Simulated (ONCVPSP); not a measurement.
Before and after: ONCV potential for W (Z = 74)

- Element: W (Z = 74)
- Generator: ONCVPSP 4.0.1
- Type: optimised norm-conserving Vanderbilt (ONCV)
- Functional: PBEsol
- Relativity: fully relativistic
- Frozen core: [Kr] 4d10 4f14
- Valence charge: 14
- Reference configuration: 5s2 5p6 5d4 6s2
- Partial waves: 5s+6s: rc 1.70 bohr, ncon 3, nbas 6, qcut 5.8 1/bohr, 2 projectors; 5p: rc 1.90 bohr, ncon 3, nbas 6, qcut 7.6 1/bohr, 3 projectors, debl 3.3 Ha; 5d: rc 2.00 bohr, ncon 4, nbas 8, qcut 8.2 1/bohr, 2 projectors, debl 3 Ha
- Local potential: polynomial inside 1.40 bohr (lpopt 5, dvloc0 -1 Ha)
- Core correction: none

Open shells are filled in proportion to 2j + 1.

Change: s: qcut 7.5.

Cutoffs: the cutoffs (Ha) at which the residual kinetic energy of the hardest occupied pseudo-wave falls to 1 and 0.1 mHa per electron; they do not see the model core or the augmentation charge, which bear on the density cutoff. Errors are all-electron minus pseudo energies relative to the spin-unpolarised reference configuration.

How do hardness, ghosts and transferability respond?

The potential gets harder (16 Ha and 20 Ha → 20 Ha and 23 Ha); of the 4 tests that both files solve, the error grows in 0 and shrinks in 3 by more than 15 % and 0.3 meV (median size 1.5 → 0.2 meV); neither file shows a bound ghost. The waves are optimised to have the least kinetic energy above qcut, so the cutoff follows it (qcut²/2 in Ha).

```tsv
quantity	base	changed
cutoff, loose	16 Ha	20 Ha
cutoff, tight	20 Ha	23 Ha
loose cutoff by channel	s 13 Ha, p 13 Ha, d 16 Ha	s 20 Ha, p 13 Ha, d 16 Ha
bound ghosts	none	none
GHOST(+) flags under 300 eV	s at 143.9 eV	s at 198.2 eV
error for 5s2 5p6 5d4 6s1, meV [ΔE 8.93 eV]	-0.7	-0.1
error for 5s2 5p6 5d4 6s0, meV [ΔE 24.63 eV]	-2.4	+1.0
error for 5s2 5p6 5d3 6s0, meV [ΔE 50.02 eV]	-3.0	-0.3
error for 5s2 5p6 5d4 6s1.5, meV [ΔE 3.65 eV]	-0.1	0.0
s: phases at 1.72 bohr within 0.05 rad from the reference energy up to (Ha; the scan ends near 5)	4.3	to the end of the scan
p3/2: phases at 1.93 bohr within 0.05 rad from the reference energy up to (Ha; the scan ends near 5)	to the end of the scan	to the end of the scan
p1/2: phases at 1.93 bohr within 0.05 rad from the reference energy up to (Ha; the scan ends near 5)	to the end of the scan	to the end of the scan
d5/2: phases at 2.02 bohr within 0.05 rad from the reference energy up to (Ha; the scan ends near 5)	to the end of the scan	to the end of the scan
d3/2: phases at 2.02 bohr within 0.05 rad from the reference energy up to (Ha; the scan ends near 5)	to the end of the scan	to the end of the scan
```
